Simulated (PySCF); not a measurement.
A side-by-side comparison of computed properties.

First species: C7H11FO2.
Atom-mapped SMILES: `[CH2:1]=[CH:2][CH2:3][C@:4]([CH3:5])([O:6][CH3:7])[C:8](=[O:9])[F:10]` (hydrogens: H11, H12 on C1; H13 on C2; H14, H15 on C3; H16, H17, H18 on C5; H19, H20, H21 on C7)

Second species: p-ethoxyanisole, C9H12O2.
SMILES: `CCOC1=CC=C(OC)C=C1`

Levels: PBE0/pcSseg-1 for dipole moment, HOMO energy, LUMO energy and HOMO–LUMO gap; GFN2-xTB for rotational constant A and rotational constant C. Geometries: GFN2-xTB. Each structure is a single optimised conformer of the isolated species, non-relativistic unless stated; the electronic structure was computed with PySCF and density fitting.

Dipoles, sizes and rotational constants follow the conformer. The torsions of the flexible species, by atom-mapped SMILES:
- `[CH2:1]=[CH:2][CH2:3][C@:4]([CH3:5])([O:6][CH3:7])[C:8](=[O:9])[F:10]`: C1–C2–C3–C4 120°, C2–C3–C4–C5 -173°, C3–C4–O6–C7 177°, C3–C4–C8–O9 114°
- `[CH3:1][CH2:2][O:3][c:4]1[cH:5][cH:6][c:7]([O:8][CH3:9])[cH:10][cH:11]1`: C1–C2–O3–C4 73°, C2–O3–C4–C5 -172°, C6–C7–O8–C9 -1°

Problem. Which of the two has the higher dipole moment, and by how much?

Solution. The first: 2.75 D against 0.36 D, a difference of 2.39 D.

Problem. Which of the two has the higher HOMO–LUMO gap, and by how much?

Solution. The first: 7.25 eV against 5.62 eV, a difference of 1.63 eV.

Problem. Which has the higher HOMO energy?

Solution. The second: -5.78 eV against -7.68 eV, a difference of 1.90 eV.

Problem. Which of the two has the higher rotational constant C, and by how much?

Solution. The first: 0.989 GHz against 0.483 GHz, a difference of 0.506 GHz.

Problem. Which of the two has the higher rotational constant A, and by how much?

Solution. The second: 3.441 GHz against 1.646 GHz, a difference of 1.795 GHz.

Problem. Which of the two has the higher LUMO energy, and by how much?

Solution. The second: -0.16 eV against -0.43 eV, a difference of 0.27 eV.

On the first: In atomic units the dipole is 1.08 e·bohr (1 au = 2.5417 D). A dipole of 2.75 D is allowed in C1, and pure rotational transitions are dipole-allowed.

On the second: In atomic units the dipole is 0.14 e·bohr (1 au = 2.5417 D).
